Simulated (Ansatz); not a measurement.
A made-up structure of MgSiH₃Br, closed shell:

```
6
angstrom
Si -0.7549 0.4473 -0.3952
Mg 1.2517 -0.7416 0.6553
Br 3.0891 -1.8302 1.6175
H -0.6312 0.5518 -1.8788
H 1.5765 -1.0831 2.3095
H -0.9177 1.8382 0.1211
```

It is relaxed with PBE-D4/def2-SVP and then PBE0-D4/def2-TZVP (Ansatz 0.2.0). Atoms count as bonded within 1.22 times the sum of their covalent radii (H–H: 0.88 Å). The end point is not checked to be a true minimum.

Does its bonding change? (Judge from chemistry; the calculation decides.)

By the calculation: Yes. Formed: Si1–H5; broken: Mg2–H5, Br3–H5.

Where it ends: The first stage lowers the energy by 4.36 eV in 25 steps. It ends as MgSiH₃Br ([SiH3][Mg][Br]):
Si1  (0.033, 0.625, 0.257)
Mg2  (1.551, -1.395, 0.652)
Br3  (2.933, -3.252, 1.010)
H4  (0.109, 1.119, -1.150)
H5  (0.388, 1.778, 1.136)
H6  (-1.401, 0.307, 0.524)
(Å)

Labels in which every atom is bracketed show which atoms are joined, not bond orders.

For scale, one of the runs: PBE0-D4/def2-TZVP relaxation, 135 basis functions, launched by `ansatz run in.yaml --threads 2 --pin off --events-out ev --progress --plain --max-ram 4352MiB`. Hardware: 2 CPU threads of an Arm Neoverse V2, shared host. Wall time about 16 s.
